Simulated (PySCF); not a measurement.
A run for PySCF: D3(BJ) and D4 dispersion corrections on C2H4N2 (a complex).

```python
from pyscf import gto
from pyscf.dispersion import dftd3, dftd4

mol = gto.M(
    atom='''
    C    -0.14217367    0.73372972   -0.10529668
    C     0.30826340   -0.51102443   -0.14968332
    H     0.36212425    1.54138089   -0.62195466
    H    -1.03482625    0.99602204    0.44960516
    H    -0.19744383   -1.31709268    0.36769379
    H     1.20052187   -0.77484138   -0.70456579
    N     0.15794686   -0.12083626    3.87783007
    N    -0.65373836   -0.54853824    3.28796296
    ''',
    basis='def2-svp',
    charge=0, spin=0, verbose=0, max_memory=1800)
d3, d4 = {}, {}
for xc in ['hf', 'pbe', 'blyp', 'revpbe', 'tpss', 'r2scan', 'b3lyp', 'pbe0', 'bhlyp', 'camb3lyp', 'b2plyp']:
    d3[xc] = float(dftd3.DFTD3Dispersion(mol, xc=xc, version='d3bj', atm=False).get_dispersion()['energy'])
    print(f'D3(BJ) {xc:10s} {d3[xc]:14.8f} Eh')
for xc in ['hf', 'pbe', 'blyp', 'revpbe', 'tpss', 'r2scan', 'b3lyp', 'pbe0', 'bhlyp', 'camb3lyp', 'b2plyp']:
    d4[xc] = float(dftd4.DFTD4Dispersion(mol, xc={'camb3lyp': 'cam-b3lyp'}.get(xc, xc), atm=True).get_dispersion()['energy'])
    print(f'D4     {xc:10s} {d4[xc]:14.8f} Eh')
```

It printed:

```
D3(BJ) hf            -0.03143187 Eh
D3(BJ) pbe           -0.00379758 Eh
D3(BJ) blyp          -0.00762995 Eh
D3(BJ) revpbe        -0.00960575 Eh
D3(BJ) tpss          -0.00469307 Eh
D3(BJ) r2scan        -0.00115635 Eh
D3(BJ) b3lyp         -0.00621182 Eh
D3(BJ) pbe0          -0.00324849 Eh
D3(BJ) bhlyp         -0.00468489 Eh
D3(BJ) camb3lyp      -0.00286220 Eh
D3(BJ) b2plyp        -0.00280168 Eh
D4     hf            -0.01111337 Eh
D4     pbe           -0.00306816 Eh
D4     blyp          -0.00662321 Eh
D4     revpbe        -0.01025286 Eh
D4     tpss          -0.00411438 Eh
D4     r2scan        -0.00088607 Eh
D4     b3lyp         -0.00477571 Eh
D4     pbe0          -0.00262280 Eh
D4     bhlyp         -0.00331879 Eh
D4     camb3lyp      -0.00263352 Eh
D4     b2plyp        -0.00216950 Eh
```

The run finished.

Cost: around 0.03 core-seconds (rough).
